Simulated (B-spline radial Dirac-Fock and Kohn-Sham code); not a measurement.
## How the settings move the core levels of Dy⁴⁺

ΔSCF core binding energies without Breit or QED terms, calculated with a B-spline atomic structure program. Keys: rel is the Hamiltonian (dirac, or spin-free x2c and nr, where L3 and M5 stand for the whole 2p and 3d shells), method is hf or an exchange,correlation pair (spin-unpolarised, also for the hole states), nuc the nuclear model, radius_factor scales its radius, rmax is the box in bohr, h the logarithmic mesh step, order the B-spline order, points the quadrature points per cell, c_factor scales the speed of light, and damp, ndamp, maxit and tol steer the iteration. The run stops when the commutator error falls below 10·tol·max(1, Z/10), or the numerical noise floor, and the energy has settled to about 1e-8 Ha; the virial ratio is −V/T.

Base input:

```json
{"items": [{"Z": 66, "q": 4, "cfg": [[1, 0, 2], [2, 0, 2], [2, 1, 6], [3, 0, 2], [3, 1, 6], [3, 2, 10], [4, 0, 2], [4, 1, 6], [4, 2, 10], [4, 3, 8], [5, 0, 2], [5, 1, 6]], "A": 164, "rrms": 5.2218, "do": "settings", "holes": ["K", "L3", "M5"],
  "settings": [{"rel": "dirac", "method": "hf", "nuc": "fermi", "radius_factor": 1.0, "rmax": 45.0, "h": 0.3, "order": 8, "points": 10, "c_factor": 1.0, "maxit": 60, "damp": 0.5, "ndamp": 3, "tol": 1e-08}]}]}
```

The ground state converged in 11 iterations, with total energy -12158.68342 Ha, virial ratio 1.91185 and highest orbital energy -67.18 eV. ΔSCF binding energies: K (1s) 54085.2 eV, L3 (2p3/2) 7870.6 eV, M5 (3d5/2) 1361.2 eV.

Changes from the base run:

| changed setting | Δ total energy (Ha) | Δ K (eV) | Δ L3 (eV) | Δ M5 (eV) | iterations |
| --- | --- | --- | --- | --- | --- |
| method = "wc,pbe" | ? | ? | ? | ? | ? |
| rmax = 60.0 | 0.00000 | 0.00 | 0.00 | 0.00 | 11 |
| radius_factor = 1.2 | +0.40487 | -4.56 | +0.03 | +0.01 | 11 |
| order = 5 | +0.00557 | +0.01 | +0.01 | +0.01 | 11 |
| damp = 0.8 | 0.00000 | 0.00 | 0.00 | 0.00 | 12 |
| nuc = "gauss"; rmax = 60.0; damp = 0.8 | -0.00626 | +0.07 | 0.00 | 0.00 | 12 |
| method = "wc,pbe"; h = 0.22; tol = 0.0001 | -4.23277 | +32.31 | -32.62 | -8.70 | 9 |

Q: What does the change method = "wc,pbe" do?

A: The total energy moves by -4.23269 Ha and the binding energies by K +32.31 eV, L3 -32.62 eV, M5 -8.70 eV; the run takes 10 iterations.
